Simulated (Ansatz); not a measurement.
A short molecular-dynamics run on H5InO3S.

```yaml
crystal:
  periodic: [false, false, false]
  atoms:
    - {symbol: O, position_ang: [-1.161278, -1.387468, 0.744472]}
    - {symbol: In, position_ang: [-0.004776, 0.237786, 0.452169]}
    - {symbol: O, position_ang: [1.765605, 0.095661, 1.333191]}
    - {symbol: O, position_ang: [0.083593, -0.990352, -1.534284]}
    - {symbol: S, position_ang: [-1.051933, 2.243615, -0.305978]}
    - {symbol: H, position_ang: [-0.944287, -1.895243, 1.528629]}
    - {symbol: H, position_ang: [2.216403, 0.938183, 1.419321]}
    - {symbol: H, position_ang: [-0.505501, -1.630484, -1.085268]}
    - {symbol: H, position_ang: [0.093449, 2.945188, -0.281055]}
    - {symbol: H, position_ang: [-0.408173, -0.607985, -2.268299]}
basis:
  gaussian: {orbitals: def2-SVP}
hamiltonian: {xc: {name: r2SCAN}}
md: {timestep: 1 fs, n_steps: 30, ensemble: nvt_nose_hoover, temperature: 500, initial_velocities: maxwell_boltzmann, seed: 358}
```

```sh
$ ansatz run in.yaml --threads 4 --pin off --events-out ev --progress --plain --max-ram 10444MiB
```

| step | time (fs) | potential energy (eV) | kinetic (eV) | T (K) | conserved (eV) |
| --- | --- | --- | --- | --- | --- |
| 0 | 0.0 | -22223.7753 | 0.5170 | 500 | -22223.2582 |
| 1 | 1.0 | -22223.7391 | 0.4839 | 468 | -22223.2553 |
| 2 | 2.0 | -22223.6904 | 0.4399 | 425 | -22223.2505 |
| 3 | 3.0 | -22223.6951 | 0.4418 | 427 | -22223.2533 |
| 4 | 4.0 | -22223.7173 | 0.4603 | 445 | -22223.2571 |
| 5 | 5.0 | -22223.6988 | 0.4423 | 428 | -22223.2566 |
| 6 | 6.0 | -22223.6424 | 0.3897 | 377 | -22223.2529 |
| 7 | 7.0 | -22223.6023 | 0.3522 | 341 | -22223.2503 |
| 8 | 8.0 | -22223.6140 | 0.3611 | 349 | -22223.2532 |
| 9 | 9.0 | -22223.6358 | 0.3789 | 366 | -22223.2573 |
| 10 | 10.0 | -22223.6108 | 0.3552 | 343 | -22223.2562 |
| 11 | 11.0 | -22223.5578 | 0.3073 | 297 | -22223.2512 |
| 12 | 12.0 | -22223.5474 | 0.2973 | 288 | -22223.2509 |
| 13 | 13.0 | -22223.5832 | 0.3283 | 317 | -22223.2559 |
| 14 | 14.0 | -22223.5949 | 0.3392 | 328 | -22223.2569 |
| 15 | 15.0 | -22223.5648 | 0.3133 | 303 | -22223.2530 |
| 16 | 16.0 | -22223.5443 | 0.2944 | 285 | -22223.2516 |
| 17 | 17.0 | -22223.5540 | 0.3022 | 292 | -22223.2538 |
| 18 | 18.0 | -22223.5656 | 0.3133 | 303 | -22223.2545 |
| 19 | 19.0 | -22223.5675 | 0.3164 | 306 | -22223.2538 |
| 20 | 20.0 | -22223.5698 | 0.3186 | 308 | -22223.2541 |
| 21 | 21.0 | -22223.5694 | 0.3179 | 307 | -22223.2548 |
| 22 | 22.0 | -22223.5582 | 0.3079 | 298 | -22223.2540 |
| 23 | 23.0 | -22223.5471 | 0.2984 | 289 | -22223.2529 |
| 24 | 24.0 | -22223.5518 | 0.3031 | 293 | -22223.2533 |
| 25 | 25.0 | -22223.5635 | 0.3130 | 303 | -22223.2556 |
| 26 | 26.0 | -22223.5493 | 0.2989 | 289 | -22223.2560 |
| 27 | 27.0 | -22223.5025 | 0.2552 | 247 | -22223.2533 |
| 28 | 28.0 | -22223.4616 | 0.2170 | 210 | -22223.2511 |
| 29 | 29.0 | -22223.4601 | 0.2149 | 208 | -22223.2521 |
| 30 | 30.0 | -22223.4827 | 0.2346 | 227 | -22223.2554 |

Velocities are drawn at the set temperature; a run this short doesn't reach equilibrium.

Frames (Å, forces in eV/Å):

```xyz
10
time=0.0 fs
O    -1.161   -1.387    0.744   -0.272   -0.097   -0.367
In   -0.005    0.238    0.452   -0.062    0.029   -0.085
O     1.766    0.096    1.333    0.245   -0.360    0.165
O     0.084   -0.990   -1.534    0.475    0.062    0.061
S    -1.052    2.244   -0.306   -0.384    0.187   -0.119
H    -0.944   -1.895    1.529    0.085   -0.184    0.315
H     2.216    0.938    1.419    0.181    0.313    0.026
H    -0.506   -1.630   -1.085   -0.251   -0.156    0.182
H     0.093    2.945   -0.281    0.203    0.118   -0.002
H    -0.408   -0.608   -2.268   -0.222    0.088   -0.177
10
time=1.0 fs
O    -1.158   -1.383    0.735   -0.216   -0.597    0.246
In   -0.004    0.240    0.454   -0.133    0.014   -0.110
O     1.762    0.093    1.331    0.739    0.403    0.260
O     0.081   -0.999   -1.532    1.185    1.065   -0.801
S    -1.052    2.241   -0.305   -0.478    0.143   -0.122
H    -0.946   -1.933    1.509   -0.045    0.279   -0.272
H     2.221    0.953    1.383   -0.178   -0.431   -0.009
H    -0.503   -1.608   -1.092   -1.093   -1.063    0.782
H     0.100    2.923   -0.293    0.299    0.204   -0.010
H    -0.397   -0.621   -2.284   -0.079   -0.016    0.038
10
time=2.0 fs
O    -1.155   -1.378    0.725   -0.209   -1.047    0.685
In   -0.004    0.242    0.456   -0.189   -0.001   -0.159
O     1.760    0.090    1.329    1.102    0.947    0.286
O     0.079   -1.006   -1.531    1.432    1.500   -1.287
S    -1.053    2.239   -0.304   -0.482    0.156   -0.121
H    -0.949   -1.968    1.487   -0.132    0.676   -0.693
H     2.223    0.963    1.346   -0.419   -0.957    0.019
H    -0.512   -1.595   -1.091   -1.451   -1.389    1.032
H     0.109    2.903   -0.305    0.302    0.231   -0.020
H    -0.386   -0.633   -2.300    0.045   -0.116    0.258
10
time=3.0 fs
O    -1.152   -1.375    0.716   -0.283   -1.279    0.786
In   -0.004    0.243    0.458   -0.227   -0.021   -0.237
O     1.758    0.088    1.327    1.231    1.095    0.269
O     0.078   -1.013   -1.530    0.938    1.051   -1.038
S    -1.054    2.237   -0.303   -0.388    0.225   -0.117
H    -0.953   -1.997    1.458   -0.137    0.835   -0.782
H     2.222    0.965    1.310   -0.443   -1.086    0.083
H    -0.534   -1.596   -1.080   -0.982   -0.865    0.705
H     0.121    2.886   -0.317    0.207    0.200   -0.028
H    -0.375   -0.647   -2.313    0.085   -0.156    0.361
10
time=4.0 fs
O    -1.150   -1.372    0.707   -0.437   -1.211    0.529
In   -0.004    0.245    0.460   -0.250   -0.050   -0.336
O     1.756    0.087    1.325    1.108    0.820    0.254
O     0.077   -1.019   -1.530    0.112    0.183   -0.331
S    -1.055    2.234   -0.302   -0.224    0.330   -0.114
H    -0.958   -2.017    1.422   -0.059    0.684   -0.523
H     2.216    0.956    1.275   -0.235   -0.790    0.136
H    -0.565   -1.605   -1.062   -0.086    0.023    0.113
H     0.135    2.870   -0.330    0.039    0.132   -0.032
H    -0.362   -0.662   -2.322    0.033   -0.120    0.305
10
time=5.0 fs
O    -1.147   -1.370    0.699   -0.647   -0.851    0.008
In   -0.003    0.247    0.462   -0.266   -0.088   -0.434
O     1.756    0.086    1.323    0.785    0.211    0.283
O     0.076   -1.025   -1.530   -0.531   -0.549    0.389
S    -1.056    2.232   -0.302   -0.034    0.441   -0.115
H    -0.964   -2.031    1.380    0.082    0.243   -0.003
H     2.208    0.939    1.240    0.154   -0.158    0.135
H    -0.598   -1.613   -1.043    0.687    0.731   -0.361
H     0.149    2.856   -0.343   -0.154    0.053   -0.031
H    -0.350   -0.679   -2.329   -0.075   -0.033    0.130
10
time=6.0 fs
O    -1.145   -1.368    0.690   -0.858   -0.360   -0.550
In   -0.003    0.249    0.464   -0.280   -0.128   -0.509
O     1.755    0.085    1.322    0.417   -0.462    0.363
O     0.075   -1.031   -1.530   -0.841   -0.942    0.880
S    -1.057    2.230   -0.301    0.132    0.534   -0.120
H    -0.969   -2.043    1.339    0.235   -0.308    0.559
H     2.201    0.921    1.207    0.578    0.536    0.074
H    -0.624   -1.615   -1.028    1.122    1.083   -0.602
H     0.162    2.842   -0.356   -0.324   -0.010   -0.027
H    -0.338   -0.696   -2.334   -0.182    0.058   -0.068
10
time=7.0 fs
O    -1.144   -1.367    0.682   -0.991   -0.076   -0.815
In   -0.003    0.251    0.465   -0.295   -0.164   -0.545
O     1.755    0.084    1.320    0.243   -0.776    0.435
O     0.074   -1.038   -1.530   -0.868   -0.985    1.030
S    -1.057    2.228   -0.300    0.238    0.593   -0.129
H    -0.971   -2.057    1.303    0.321   -0.623    0.843
H     2.200    0.909    1.175    0.801    0.865    0.016
H    -0.639   -1.606   -1.019    1.215    1.101   -0.642
H     0.172    2.828   -0.369   -0.433   -0.041   -0.021
H    -0.328   -0.712   -2.341   -0.231    0.106   -0.172
10
time=8.0 fs
O    -1.143   -1.365    0.672   -0.999   -0.255   -0.610
In   -0.003    0.253    0.467   -0.308   -0.191   -0.538
O     1.756    0.083    1.319    0.410   -0.489    0.407
O     0.072   -1.046   -1.529   -0.646   -0.704    0.788
S    -1.058    2.227   -0.299    0.264    0.611   -0.140
H    -0.971   -2.078    1.275    0.289   -0.442    0.677
H     2.207    0.904    1.143    0.677    0.587    0.053
H    -0.642   -1.587   -1.015    0.973    0.827   -0.499
H     0.178    2.813   -0.383   -0.462   -0.032   -0.019
H    -0.321   -0.727   -2.348   -0.199    0.088   -0.118
10
time=9.0 fs
O    -1.142   -1.364    0.663   -0.915   -0.781   -0.108
In   -0.002    0.254    0.469   -0.317   -0.211   -0.496
O     1.756    0.081    1.318    0.806    0.176    0.266
O     0.070   -1.054   -1.527   -0.136   -0.149    0.176
S    -1.059    2.225   -0.299    0.204    0.588   -0.147
H    -0.968   -2.103    1.254    0.177    0.116    0.227
H     2.220    0.905    1.111    0.314   -0.075    0.200
H    -0.637   -1.560   -1.017    0.384    0.298   -0.153
H     0.179    2.798   -0.396   -0.405    0.015   -0.023
H    -0.315   -0.741   -2.357   -0.112    0.023    0.060
10
time=10.0 fs
O    -1.143   -1.363    0.653   -0.818   -1.302    0.370
In   -0.002    0.256    0.471   -0.315   -0.231   -0.438
O     1.757    0.080    1.318    1.190    0.795    0.087
O     0.067   -1.062   -1.525    0.641    0.542   -0.647
S    -1.060    2.224   -0.298    0.068    0.532   -0.147
H    -0.963   -2.127    1.234    0.062    0.687   -0.194
H     2.236    0.905    1.082   -0.058   -0.697    0.377
H    -0.627   -1.530   -1.019   -0.476   -0.379    0.376
H     0.177    2.784   -0.410   -0.272    0.094   -0.034
H    -0.310   -0.755   -2.365   -0.023   -0.042    0.251
10
time=11.0 fs
O    -1.143   -1.363    0.644   -0.764   -1.551    0.617
In   -0.002    0.258    0.472   -0.297   -0.257   -0.387
O     1.759    0.078    1.317    1.390    1.101   -0.041
O     0.065   -1.069   -1.524    1.374    1.064   -1.308
S    -1.060    2.223   -0.298   -0.116    0.457   -0.138
H    -0.958   -2.144    1.213    0.000    0.989   -0.391
H     2.252    0.899    1.056   -0.270   -1.007    0.495
H    -0.622   -1.504   -1.019   -1.243   -0.919    0.866
H     0.171    2.770   -0.425   -0.091    0.188   -0.052
H    -0.306   -0.770   -2.371    0.016   -0.066    0.340
10
time=12.0 fs
O    -1.145   -1.364    0.634   -0.781   -1.425    0.575
In   -0.002    0.260    0.474   -0.256   -0.289   -0.366
O     1.761    0.078    1.317    1.331    1.014   -0.061
O     0.064   -1.077   -1.523    1.537    1.089   -1.341
S    -1.061    2.222   -0.297   -0.308    0.383   -0.120
H    -0.952   -2.151    1.188    0.016    0.904   -0.311
H     2.265    0.883    1.034   -0.253   -0.926    0.496
H    -0.629   -1.486   -1.010   -1.366   -1.000    0.937
H     0.165    2.758   -0.440    0.094    0.277   -0.074
H    -0.301   -0.785   -2.374   -0.014   -0.029    0.265
10
time=13.0 fs
O    -1.146   -1.366    0.626   -0.879   -0.944    0.276
In   -0.002    0.261    0.475   -0.187   -0.321   -0.380
O     1.764    0.078    1.316    1.008    0.569    0.053
O     0.064   -1.083   -1.523    1.013    0.657   -0.689
S    -1.062    2.221   -0.297   -0.455    0.333   -0.099
H    -0.946   -2.151    1.161    0.113    0.446    0.008
H     2.276    0.858    1.018   -0.002   -0.489    0.356
H    -0.649   -1.478   -0.992   -0.745   -0.643    0.514
H     0.160    2.749   -0.455    0.232    0.338   -0.093
H    -0.296   -0.801   -2.374   -0.099    0.054    0.054
10
time=14.0 fs
O    -1.148   -1.368    0.617   -1.033   -0.273   -0.146
In   -0.002    0.263    0.477   -0.095   -0.352   -0.423
O     1.768    0.078    1.315    0.504   -0.081    0.275
O     0.064   -1.089   -1.524    0.246    0.136    0.176
S    -1.063    2.220   -0.296   -0.516    0.326   -0.086
H    -0.940   -2.145    1.133    0.267   -0.215    0.436
H     2.286    0.828    1.005    0.408    0.149    0.104
H    -0.676   -1.476   -0.969    0.127   -0.183   -0.059
H     0.157    2.743   -0.472    0.280    0.352   -0.100
H    -0.293   -0.816   -2.374   -0.188    0.141   -0.177
10
time=15.0 fs
O    -1.151   -1.371    0.608   -1.162    0.233   -0.445
In   -0.002    0.265    0.478    0.012   -0.377   -0.475
O     1.773    0.079    1.315    0.038   -0.616    0.491
O     0.065   -1.095   -1.524   -0.381   -0.199    0.781
S    -1.064    2.220   -0.296   -0.473    0.367   -0.088
H    -0.931   -2.142    1.109    0.395   -0.715    0.733
H     2.301    0.800    0.992    0.765    0.667   -0.142
H    -0.702   -1.476   -0.946    0.808    0.140   -0.484
H     0.157    2.740   -0.489    0.222    0.316   -0.090
H    -0.291   -0.829   -2.375   -0.224    0.184   -0.281
10
time=16.0 fs
O    -1.155   -1.373    0.599   -1.153    0.232   -0.394
In   -0.002    0.266    0.480    0.120   -0.398   -0.514
O     1.777    0.079    1.315   -0.106   -0.698    0.531
O     0.065   -1.101   -1.524   -0.775   -0.299    0.959
S    -1.065    2.219   -0.295   -0.346    0.446   -0.109
H    -0.918   -2.146    1.092    0.390   -0.696    0.690
H     2.323    0.778    0.979    0.795    0.726   -0.210
H    -0.720   -1.475   -0.929    1.175    0.285   -0.706
H     0.159    2.740   -0.507    0.079    0.239   -0.061
H    -0.291   -0.841   -2.379   -0.179    0.163   -0.185
10
time=17.0 fs
O    -1.159   -1.375    0.590   -0.975   -0.243   -0.013
In   -0.002    0.268    0.481    0.217   -0.419   -0.527
O     1.781    0.078    1.315    0.153   -0.307    0.340
O     0.065   -1.107   -1.524   -0.939   -0.223    0.781
S    -1.067    2.219   -0.295   -0.179    0.544   -0.147
H    -0.901   -2.156    1.082    0.226   -0.182    0.341
H     2.352    0.763    0.963    0.423    0.310   -0.045
H    -0.727   -1.470   -0.918    1.255    0.283   -0.771
H     0.161    2.743   -0.526   -0.105    0.143   -0.020
H    -0.293   -0.851   -2.385   -0.078    0.094    0.060
10
time=18.0 fs
O    -1.164   -1.378    0.581   -0.709   -0.817    0.466
In   -0.002    0.270    0.483    0.294   -0.450   -0.508
O     1.785    0.078    1.315    0.598    0.233    0.043
O     0.064   -1.113   -1.523   -0.853   -0.045    0.406
S    -1.068    2.218   -0.295   -0.021    0.635   -0.190
H    -0.882   -2.168    1.076   -0.006    0.461   -0.074
H     2.386    0.752    0.947   -0.132   -0.254    0.228
H    -0.722   -1.464   -0.914    1.083    0.166   -0.712
H     0.163    2.747   -0.545   -0.276    0.050    0.026
H    -0.296   -0.861   -2.390    0.023    0.020    0.316
10
time=19.0 fs
O    -1.169   -1.381    0.572   -0.464   -1.149    0.828
In   -0.002    0.271    0.484    0.346   -0.497   -0.458
O     1.790    0.077    1.316    0.941    0.608   -0.201
O     0.063   -1.120   -1.522   -0.468    0.193   -0.045
S    -1.069    2.218   -0.294    0.088    0.700   -0.230
H    -0.863   -2.176    1.068   -0.194    0.890   -0.346
H     2.418    0.737    0.933   -0.587   -0.647    0.442
H    -0.707   -1.455   -0.917    0.661   -0.054   -0.510
H     0.162    2.751   -0.564   -0.395   -0.020    0.066
H    -0.299   -0.870   -2.392    0.071   -0.023    0.454
10
time=20.0 fs
O    -1.175   -1.384    0.564   -0.315   -1.099    0.975
In   -0.001    0.273    0.485    0.380   -0.562   -0.393
O     1.795    0.077    1.316    1.010    0.683   -0.296
O     0.061   -1.126   -1.520    0.230    0.467   -0.509
S    -1.071    2.218   -0.294    0.124    0.727   -0.256
H    -0.846   -2.175    1.057   -0.265    0.953   -0.389
H     2.444    0.717    0.924   -0.774   -0.735    0.500
H    -0.685   -1.447   -0.925    0.002   -0.362   -0.130
H     0.157    2.755   -0.582   -0.436   -0.057    0.092
H    -0.301   -0.879   -2.390    0.044   -0.015    0.404
10
time=21.0 fs
O    -1.180   -1.388    0.556   -0.305   -0.676    0.885
In   -0.001    0.274    0.487    0.406   -0.639   -0.334
O     1.801    0.078    1.316    0.742    0.455   -0.209
O     0.060   -1.132   -1.519    1.104    0.733   -0.900
S    -1.072    2.219   -0.294    0.076    0.713   -0.260
H    -0.831   -2.165    1.043   -0.186    0.640   -0.200
H     2.464    0.689    0.919   -0.632   -0.513    0.371
H    -0.664   -1.443   -0.935   -0.763   -0.699    0.375
H     0.148    2.759   -0.599   -0.391   -0.056    0.099
H    -0.302   -0.889   -2.384   -0.050    0.042    0.174
10
time=22.0 fs
O    -1.186   -1.393    0.549   -0.434   -0.006    0.612
In   -0.001    0.276    0.488    0.438   -0.716   -0.307
O     1.807    0.078    1.316    0.165   -0.001    0.047
O     0.059   -1.138   -1.519    1.775    0.877   -1.032
S    -1.073    2.219   -0.294   -0.049    0.661   -0.238
H    -0.819   -2.149    1.026    0.029    0.058    0.153
H     2.477    0.657    0.917   -0.189   -0.060    0.070
H    -0.649   -1.445   -0.940   -1.291   -0.919    0.759
H     0.135    2.762   -0.616   -0.268   -0.020    0.084
H    -0.304   -0.898   -2.376   -0.176    0.128   -0.148
10
time=23.0 fs
O    -1.192   -1.398    0.542   -0.614    0.632    0.312
In   -0.001    0.277    0.489    0.487   -0.781   -0.328
O     1.813    0.079    1.316   -0.535   -0.499    0.375
O     0.060   -1.143   -1.519    1.828    0.792   -0.762
S    -1.075    2.220   -0.294   -0.231    0.581   -0.191
H    -0.806   -2.132    1.011    0.280   -0.531    0.509
H     2.488    0.623    0.917    0.373    0.433   -0.299
H    -0.647   -1.456   -0.939   -1.229   -0.865    0.735
H     0.120    2.765   -0.631   -0.088    0.040    0.050
H    -0.308   -0.906   -2.370   -0.270    0.197   -0.400
10
time=24.0 fs
O    -1.199   -1.402    0.535   -0.662    0.881    0.210
In   -0.001    0.278    0.490    0.550   -0.830   -0.398
O     1.820    0.079    1.316   -0.995   -0.762    0.578
O     0.061   -1.147   -1.520    1.260    0.529   -0.282
S    -1.076    2.221   -0.294   -0.432    0.493   -0.130
H    -0.790   -2.121    1.001    0.379   -0.771    0.643
H     2.503    0.594    0.913    0.699    0.688   -0.533
H    -0.657   -1.475   -0.930   -0.639   -0.545    0.335
H     0.104    2.769   -0.647    0.108    0.108    0.006
H    -0.314   -0.912   -2.367   -0.268    0.210   -0.428
10
time=25.0 fs
O    -1.206   -1.406    0.528   -0.448    0.609    0.406
In    0.000    0.279    0.491    0.615   -0.868   -0.501
O     1.825    0.079    1.317   -0.925   -0.634    0.496
O     0.063   -1.152   -1.521    0.445    0.251    0.059
S    -1.078    2.222   -0.294   -0.603    0.419   -0.071
H    -0.771   -2.116    0.997    0.201   -0.518    0.457
H     2.525    0.572    0.905    0.509    0.548   -0.470
H    -0.672   -1.500   -0.919    0.086   -0.124   -0.140
H     0.089    2.773   -0.662    0.271    0.162   -0.032
H    -0.323   -0.916   -2.369   -0.153    0.155   -0.203
10
time=26.0 fs
O    -1.213   -1.409    0.522   -0.048    0.060    0.777
In    0.000    0.280    0.492    0.669   -0.903   -0.610
O     1.830    0.079    1.318   -0.436   -0.257    0.187
O     0.066   -1.156   -1.522   -0.269    0.058    0.147
S    -1.079    2.223   -0.294   -0.695    0.379   -0.033
H    -0.749   -2.117    0.998   -0.167    0.004    0.087
H     2.552    0.555    0.891   -0.082    0.159   -0.171
H    -0.687   -1.525   -0.908    0.650    0.251   -0.475
H     0.076    2.779   -0.677    0.357    0.180   -0.050
H    -0.333   -0.919   -2.372    0.022    0.068    0.142
10
time=27.0 fs
O    -1.220   -1.412    0.516    0.352   -0.407    1.115
In    0.001    0.282    0.494    0.701   -0.942   -0.699
O     1.835    0.078    1.319    0.094    0.100   -0.146
O     0.068   -1.160   -1.522   -0.726   -0.051    0.102
S    -1.081    2.225   -0.295   -0.684    0.384   -0.029
H    -0.730   -2.118    0.999   -0.528    0.459   -0.246
H     2.578    0.539    0.877   -0.701   -0.206    0.154
H    -0.696   -1.549   -0.902    0.975    0.517   -0.642
H     0.067    2.787   -0.693    0.341    0.150   -0.035
H    -0.343   -0.921   -2.375    0.176   -0.004    0.426
10
time=28.0 fs
O    -1.227   -1.416    0.511    0.610   -0.582    1.295
In    0.001    0.283    0.495    0.709   -0.988   -0.750
O     1.839    0.077    1.320    0.372    0.277   -0.348
O     0.070   -1.164   -1.523   -0.879   -0.106    0.067
S    -1.083    2.226   -0.295   -0.576    0.429   -0.060
H    -0.715   -2.114    0.998   -0.732    0.650   -0.402
H     2.597    0.522    0.863   -1.058   -0.383    0.343
H    -0.695   -1.567   -0.902    1.076    0.657   -0.678
H     0.061    2.796   -0.709    0.235    0.077    0.012
H    -0.352   -0.923   -2.373    0.243   -0.030    0.523
10
time=29.0 fs
O    -1.234   -1.420    0.506    0.661   -0.406    1.275
In    0.002    0.283    0.495    0.693   -1.041   -0.758
O     1.844    0.077    1.320    0.277    0.239   -0.350
O     0.071   -1.168   -1.524   -0.718   -0.114    0.090
S    -1.086    2.228   -0.295   -0.410    0.495   -0.116
H    -0.707   -2.104    0.993   -0.712    0.527   -0.337
H     2.606    0.500    0.853   -1.035   -0.340    0.322
H    -0.685   -1.579   -0.909    0.969    0.657   -0.602
H     0.057    2.806   -0.725    0.076   -0.021    0.081
H    -0.358   -0.925   -2.366    0.198    0.003    0.395
10
time=30.0 fs
O    -1.240   -1.424    0.502    0.496    0.079    1.066
In    0.002    0.284    0.496    0.656   -1.097   -0.727
O     1.849    0.076    1.321   -0.187    0.022   -0.140
O     0.072   -1.172   -1.524   -0.243   -0.041    0.105
S    -1.088    2.229   -0.295   -0.234    0.557   -0.178
H    -0.706   -2.089    0.985   -0.465    0.125   -0.068
H     2.605    0.476    0.846   -0.635   -0.108    0.080
H    -0.664   -1.585   -0.922    0.636    0.496   -0.384
H     0.055    2.815   -0.741   -0.086   -0.119    0.154
H    -0.362   -0.927   -2.355    0.061    0.085    0.092
```

Run time 73 s (4 threads of an Arm Neoverse V2 on a shared host); peak host memory 0.19 GiB.
